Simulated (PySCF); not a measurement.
# Radial density of Kr¹⁷⁺ (krypton, charge +17)

BP86, [Ar] 3d1, 2D determinant. All numbers are calculated (PySCF 2.14, no relativity, point nucleus, in an even-tempered Gaussian basis (17 s from 1.4 bohr⁻², ratio 2.5; 11 p from 1.8 bohr⁻², ratio 2.5; 8 d from 1.8 bohr⁻², ratio 2.5; 4 f from 6.2 bohr⁻², ratio 2.7; 4 g from 9.3 bohr⁻², ratio 2.7)).

```tsv
r (bohr)	4πr²ρ (e/bohr)	4πr²(ρα − ρβ)
0.000710	0.1947	0.0000
0.00119	0.5319	0.0000
0.00201	1.419	0.0000
0.00338	3.638	-0.0001
0.00568	8.721	-0.0001
0.00956	18.68	-0.0003
0.0161	33.22	-0.0005
0.0270	43.94	-0.0005
0.0455	40.26	0.0023
0.0765	40.04	0.0389
0.129	52.69	0.3267
0.216	28.73	1.4295
0.364	22.81	2.4872
0.612	12.96	1.0028
1.03	0.4156	0.0398
1.73	0.0004580	0.0001
```

Spin-orbit coupling, absent here, splits the open shell strongly.
